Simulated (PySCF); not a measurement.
## Polarisability and C₆ of Br (bromine, neutral)

[Ar] 3d10 4s2 4p5, 2P determinant. Calculation: PySCF 2.14, in def2-QZVPPD; the non-relativistic Hamiltonian (point nucleus). Coupled (time-dependent) response in atomic units; α is the mean over directions.

| method | mean α (bohr³) | α xx, yy, zz | C₆ (like pair) | S(−4) |
| --- | --- | --- | --- | --- |
| UHF | 20.31 | 18.68, 21.13, 21.13 | 163.0 | 90.60 |
| PBE | 22.26 | 20.09, 23.35, 23.35 | 181.3 | 121.0 |
| PBE0 | 21.32 | 19.40, 22.29, 22.29 | 172.2 | 106.0 |

S(−4) is the Cauchy moment in α(ω) = α(0) + S(−4) ω² + …

Reference α: 21 ± 1 bohr³ (recommended; Schwerdtfeger and Nagle, table of static dipole polarizabilities (2023 update)). Published C₆: 162.0 (Chu and Dalgarno (2004); Tang, Norbeck and Certain (1976)).

Spin-orbit coupling is absent.

α(iu) at UHF:

```json
{"u (hartree)": "0", "α(iu) (bohr³)": "20.31"}
{"u (hartree)": "0.0500", "α(iu) (bohr³)": "20.09"}
{"u (hartree)": "0.100", "α(iu) (bohr³)": "19.46"}
{"u (hartree)": "0.200", "α(iu) (bohr³)": "17.36"}
{"u (hartree)": "0.300", "α(iu) (bohr³)": "14.86"}
{"u (hartree)": "0.500", "α(iu) (bohr³)": "10.48"}
{"u (hartree)": "0.750", "α(iu) (bohr³)": "6.908"}
{"u (hartree)": "1.00", "α(iu) (bohr³)": "4.796"}
{"u (hartree)": "1.50", "α(iu) (bohr³)": "2.667"}
{"u (hartree)": "2.00", "α(iu) (bohr³)": "1.709"}
{"u (hartree)": "3.00", "α(iu) (bohr³)": "0.9077"}
{"u (hartree)": "5.00", "α(iu) (bohr³)": "0.4197"}
```

A single London oscillator, α(iu) = α/(1 + u²/ω²), gives C₆ = (3/4) ω α². Matching the computed C₆ needs ω = 4 × 163.0 / (3 × 20.31²) = 0.527 hartree.

The components differ because the open shell of this determinant is not spherical; for a pure term their mean is the scalar polarisability.
